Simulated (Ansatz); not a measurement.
Ansatz (a quantum-chemistry and plane-wave program) input (B3LYP-D3(BJ)/def2-TZVP):

Ansatz 0.2 input:
```yaml
crystal:
  periodic: [false, false, false]
  atoms:
    - {symbol: Al, position_ang: [-0.01062839, 0.01160558, 0.01186447]}
    - {symbol: I, position_ang: [-0.20033318, 2.19455382, -1.76468666]}
    - {symbol: I, position_ang: [0.17902056, -2.17103771, 1.78792270]}
basis:
  gaussian:
    orbitals: def2-TZVP
hamiltonian:
  xc: b3lyp
  dispersion: d3bj
total_charge: -1
relax: {f_tol: 0.002, max_steps: 150}
```

End of the output:

```
reference -22809.88450943 eV, -838.2477946265 hartree; 32, 32 occupied and 105, 105 virtual orbitals, 1081 factors
relax step  17: F+E_penalty+E_count = -22810.12544404 eV  Δ(F+E_penalty+E_count) = -3.876e-4 eV  max|allowed force component| = 3.077e-3 eV/Å  Δτ_max = 0.0139 Å  (31 SCF iters, accepted)
these checks for a lower state are left out or cut short: starts, cluster_reference, orbital_swaps, neighbouring_geometries, increment
integrals: 0.06 GiB planned
1081 factors; their error is unknown
mean field: 0.55 GiB planned
mean field -22809.88463598 eV, -838.2477992771 hartree, gradient 2.5e-5 eV, S^2 0.000000; 0 other end points of the search recorded, 0 dependent functions left out
the calculation of the forces begins
reference -22809.88484490 eV, -838.2478069548 hartree; 32, 32 occupied and 105, 105 virtual orbitals, 1081 factors
relax step  18: F+E_penalty+E_count = -22810.12545384 eV  Δ(F+E_penalty+E_count) = -9.798e-6 eV  max|allowed force component| = 2.715e-3 eV/Å  Δτ_max = 0.0034 Å  (31 SCF iters, accepted)
these checks for a lower state are left out or cut short: starts, cluster_reference, orbital_swaps, neighbouring_geometries, increment
integrals: 0.06 GiB planned
1081 factors; their error is unknown
mean field: 0.55 GiB planned
mean field evaluation 160: about -22809.8846 eV, gradient 1.4e-3 eV
mean field -22809.88461237 eV, -838.2477984095 hartree, gradient 2.5e-5 eV, S^2 0.000000; 0 other end points of the search recorded, 0 dependent functions left out
the calculation of the forces begins
reference -22809.88482129 eV, -838.2478060873 hartree; 32, 32 occupied and 105, 105 virtual orbitals, 1081 factors
relax step  19: F+E_penalty+E_count = -22810.12545545 eV  Δ(F+E_penalty+E_count) = -1.609e-6 eV  max|allowed force component| = 4.843e-5 eV/Å  Δτ_max = 0.0007 Å  (31 SCF iters, accepted)
integrals: 0.06 GiB planned
1081 factors; their error is unknown
mean field: 0.55 GiB planned
mean field -22809.88461237 eV, -838.2477984095 hartree, gradient 2.5e-5 eV, S^2 0.000000; 1 other end points of the search recorded, 0 dependent functions left out
the calculation of the forces begins
reference -22809.88482129 eV, -838.2478060873 hartree; 32, 32 occupied and 105, 105 virtual orbitals, 1081 factors
Total energy: -22810.12566437 eV, -838.2566569073 hartree
Atom 0 at     0.106459     0.762672     0.921686 Å, force     0.000006     0.000042     0.000048 eV/Å
Atom 1 at    -0.213258     1.293384    -1.792323 Å, force    -0.000001    -0.000040    -0.000008 eV/Å
Atom 2 at     0.074858    -2.020934     0.905738 Å, force    -0.000005    -0.000002    -0.000040 eV/Å
Dipole moment:    -0.009197    -0.058977    -0.071465 e Å
```
